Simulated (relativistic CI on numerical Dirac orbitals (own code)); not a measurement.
# Forbidden transitions in Hg XLIV

Computed by Dirac-Coulomb-Breit CI, orbitals from a KLI potential per configuration, model QED (radiative potential, 1s self-energy scaled to tabulated hydrogen-like ionisation energies), unscaled Slater integrals (own radial code, finite nucleus).

Configuration list (outside the closed core [Ar] 3d10): 4s2 4p6 4d, 4s2 4p6 4f, 4s2 4p5 4d2, 4s 4p6 4d2, 4s2 4p5 4d 4f, 4s 4p6 4d 4f, 4s2 4p6 5s, 4s2 4p6 5p, 4s2 4p6 5d, 4p6 4d2 4f, 4s2 4p5 4d 5s, 4s2 4p6 5f, 4s2 4p5 4d 5p, 4s 4p6 4f 5s, 4s2 4p6 5g, 4s 4p6 4d 5s, 4s2 4p5 4d 5d, 4p6 4d3, 4p5 4d4, 4p5 4d3 4f, 4p6 4d 4f2, 4p6 4f3, 4p5 4d2 4f2, 4p5 4d 4f3, 4p6 4f2 5s, 4s 4p6 4f2, 4s 4p5 4f3, 4s 4p6 4f 5p, 4s 4p5 4f2 5p, 4p6 4f2 5p. Double excitations out of closed p, d and f shells are left out; levels of such configurations are missing from the list, as are those of other unlisted configurations, and high levels can miss mixing partners. These lack a partner that the ground configuration has and come out too high: 4s2 4p5 4d 5s, 4s2 4p5 4d 5p, 4s2 4p5 4d 5d, 4s2 4p6 5d, 4s2 4p6 5f.

| λ vac (Å) | Lower | Upper | Type | A (s⁻¹) | gf | Branching (%) |
| --- | --- | --- | --- | --- | --- | --- |
| 18.861 | 4s2 4p5 4d2 4D°_3/2 [3] | 4s2 4p5 4d 5s 2F°_7/2 [224] | E2 | 2.31e+08 | 9.85e-05 | 3.6 |
| 18.907 | 4s2 4p5 4d2 4D°_5/2 [8] | 4s2 4p5 4d 5s 4F°_9/2 [229] | E2 | 3.34e+08 | 1.79e-04 | 7.9 |
| 18.976 | 4s2 4p5 4d2 4F°_5/2 [5] | 4s2 4p5 4d 5s 2F°_7/2 [224] | E2 | 5.23e+08 | 2.26e-04 | 8.3 |
| 19.006 | 4s2 4p5 4d2 4G°_9/2 [9] | 4s2 4p5 4d 5s 4F°_9/2 [229] | E2 | 5.95e+08 | 3.22e-04 | 14.0 |
| 19.023 | 4s2 4p5 4d2 4D°_7/2 [10] | 4s2 4p5 4d 5s 4F°_9/2 [229] | E2 | 6.03e+08 | 3.27e-04 | 14.2 |
| 19.027 | 4s2 4p6 4d 2D_3/2 [1] | 4s2 4p6 5s 2S_1/2 [179] | E2 | 2.03e+09 | 2.21e-04 | 30.4 |
| 19.028 | 4s2 4p5 4d2 2G°_7/2 [6] | 4s2 4p5 4d 5s 2F°_7/2 [224] | E2 | 9.20e+08 | 3.99e-04 | 14.5 |
| 19.111 | 4s2 4p5 4d2 4P°_5/2 [12] | 4s2 4p5 4d 5s 4F°_9/2 [229] | E2 | 2.11e+08 | 1.16e-04 | 5.0 |
| 19.150 | 4s2 4p5 4d2 2H°_11/2 [13] | 4s2 4p5 4d 5s 4F°_9/2 [229] | E2 | 6.57e+08 | 3.61e-04 | 15.5 |
| 19.291 | 4s2 4p5 4d2 2P°_3/2 [7] | 4s2 4p5 4d 5s 2F°_7/2 [224] | E2 | 2.93e+08 | 1.31e-04 | 4.6 |
| 19.744 | 4s2 4p5 4d2 4G°_9/2 [9] | 4s2 4p5 4d 5s 2F°_7/2 [224] | E2 | 4.74e+08 | 2.21e-04 | 7.5 |
| 19.900 | 4s2 4p5 4d2 2H°_11/2 [13] | 4s2 4p5 4d 5s 2F°_7/2 [224] | E2 | 1.33e+09 | 6.30e-04 | 20.9 |
| 19.901 | 4s2 4p5 4d2 4G°_11/2 [22] | 4s2 4p5 4d 5s 4F°_9/2 [229] | E2 | 1.08e+09 | 6.40e-04 | 25.5 |
| 19.919 | 4s2 4p6 4d 2D_5/2 [2] | 4s2 4p6 5s 2S_1/2 [179] | E2 | 2.92e+09 | 3.48e-04 | 43.6 |
| 19.932 | 4s2 4p5 4d2 2G°_7/2 [14] | 4s2 4p5 4d 5s 2F°_7/2 [224] | E2 | 3.16e+08 | 1.50e-04 | 5.0 |
| 19.979 | 4s2 4p5 4d2 2F°_7/2 [23] | 4s2 4p5 4d 5s 4F°_9/2 [229] | E2 | 1.53e+08 | 9.19e-05 | 3.6 |
| 20.083 | 4s2 4p5 4d2 2G°_9/2 [26] | 4s2 4p5 4d 5s 4F°_9/2 [229] | E2 | 2.02e+08 | 1.22e-04 | 4.8 |
| 20.199 | 4s2 4p5 4d2 2G°_9/2 [19] | 4s2 4p5 4d 5s 2F°_7/2 [224] | E2 | 3.16e+08 | 1.55e-04 | 5.0 |
| 25.740 | 4s 4p6 4d2 2F_7/2 [137] | 4p6 4d3 2D_5/2 [328] | E2 | 5.17e+08 | 3.08e-04 | n/a |
| 25.827 | 4s 4p6 4d2 4F_9/2 [135] | 4p6 4d3 2G_9/2 [321] | E2 | 3.01e+08 | 3.01e-04 | n/a |
| 25.845 | 4s 4p6 4d2 4F_7/2 [122] | 4p6 4d3 4F_9/2 [289] | E2 | 1.73e+08 | 1.74e-04 | n/a |
| 25.995 | 4s 4p6 4d2 2D_5/2 [136] | 4p6 4d3 2G_9/2 [321] | E2 | 2.32e+08 | 2.35e-04 | n/a |
| 26.031 | 4s 4p6 4d2 4P_1/2 [111] | 4p6 4d3 2D_5/2 [264] | E2 | 2.41e+08 | 1.47e-04 | n/a |
| 26.048 | 4s 4p6 4d2 2P_3/2 [138] | 4p6 4d3 2D_3/2 [324] | E2 | 7.00e+08 | 2.85e-04 | n/a |
| 26.188 | 4s 4p6 4d2 4F_5/2 [101] | 4p6 4d3 2H_9/2 [255] | E2 | 2.48e+08 | 2.55e-04 | n/a |
| 26.287 | 4s 4p6 4d2 4F_9/2 [128] | 4p6 4d3 4F_9/2 [289] | E2 | 1.56e+08 | 1.62e-04 | n/a |
| 26.287 | 4s 4p6 4d2 2F_5/2 [129] | 4p6 4d3 4P_3/2 [293] | E2 | 4.11e+08 | 1.70e-04 | n/a |
| 26.372 | 4s 4p6 4d2 2F_7/2 [137] | 4p6 4d3 2G_9/2 [321] | E2 | 5.04e+08 | 5.25e-04 | n/a |
| 26.426 | 4s 4p6 4d2 2F_5/2 [129] | 4p6 4d3 4F_9/2 [289] | E2 | 1.81e+08 | 1.89e-04 | n/a |
| 27.935 | 4s 4p6 4d2 4F_5/2 [101] | 4p6 4d3 4F_3/2 [245] | E2 | 4.11e+08 | 1.92e-04 | n/a |

Terms are leading LS components. Brackets give the number of a level in order of energy, since labels repeat. The list gives strong lines, with weight on those to low levels, among the lowest 400 of 8280 levels, so that lines to higher ones, which can be the strongest, are missing. Levels whose partners in the same complex of configurations lie outside the list can be far off, and so can their lines. Rates are taken at the computed energies, electric ones in the length gauge.

At this charge energies of transitions that change n are usually good to better than 1 %, and those within a shell (Δn = 0) to a few per cent.

LS names give the leading component of a level, which can be under half, so a name can repeat, a term be missing and a line seem to break the LS rules.
